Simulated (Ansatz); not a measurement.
Total energies of C4H16N4Si (`CN[Si](NC)(NC)NC`).

```xyz
25

C     1.623   -1.344    1.860
N     1.031   -0.097    1.435
Si   -0.232    0.085    0.292
N    -1.743   -0.436    0.917
C    -2.999   -0.397    0.202
N     0.244   -0.858   -1.059
C     1.552   -0.912   -1.667
N    -0.478    1.734   -0.103
C     0.317    2.510   -1.024
H     1.417   -2.111    1.111
H     2.712   -1.266    1.955
H     1.232   -1.707    2.820
H     1.223    0.680    2.045
H    -1.715   -1.135    1.642
H    -2.978    0.429   -0.512
H    -3.841   -0.219    0.879
H    -3.216   -1.317   -0.361
H    -0.480   -1.286   -1.612
H     1.613   -0.369   -2.620
H     1.873   -1.944   -1.855
H     2.282   -0.464   -0.989
H    -1.037    2.286    0.528
H     1.141    3.056   -0.546
H    -0.296    3.238   -1.567
H     0.757    1.845   -1.771
```

The species carries charge 0 and has multiplicity 1. The geometry is a stationary point of PBE0-D4/def2-TZVP. It is one conformer, not always the lowest. Basis def2-TZVPP, Ansatz 0.2.0.

RPA on PBE orbitals: Hartree–Fock energy of these orbitals -667.68999 Eh, correlation -2.74372 Eh (frozen core).

```json
{"functional": "B3LYP", "energy without D4 (Eh)": "-670.85574", "D4 term (kJ/mol)": "-101.4"}
{"functional": "BHLYP", "energy without D4 (Eh)": "-670.59329", "D4 term (kJ/mol)": "-74.5"}
```

Task: Give the same for LDA (SPW92), PBE, revPBE, BLYP, r2SCAN, B97M-V, PBE0, r2SCANh, r2SCAN0, HSE06 (plane-wave form), CAM-B3LYP, LC-ωPBE, ωB97X-V, ωB97M-V, B2PLYP, PBE-QIDH. (Estimate.)

Result: The calculation gave: 
| functional | energy without D4 (Eh) | D4 term (kJ/mol) |
| --- | --- | --- |
| LDA (SPW92) | -666.34953 | – |
| PBE | -670.17034 | -64.6 |
| revPBE | -670.62411 | -193.4 |
| BLYP | -670.63601 | -137.5 |
| r2SCAN | -670.57290 | -18.5 |
| B97M-V | -670.71747 | – |
| PBE0 | -670.24792 | -55.6 |
| r2SCANh | -670.55575 | -19.4 |
| r2SCAN0 | -670.53190 | -21.2 |
| HSE06 (plane-wave form) | -670.21976 | -51.8 |
| CAM-B3LYP | -670.64413 | -56.4 |
| LC-ωPBE | -670.50990 | – |
| ωB97X-V | -670.66992 | – |
| ωB97M-V | -670.62814 | – |
| B2PLYP | -670.37573 | – |
| PBE-QIDH | -670.12046 | – |

B3LYP takes the VWN-RPA correlation (the form of Gaussian; ORCA's B3LYP/G). HSE06 is the plane-wave form, built on full-range PBE exchange. The double hybrids freeze the cores in their second-order part.

LC-ωPBE has ω = 0.4 bohr⁻¹.
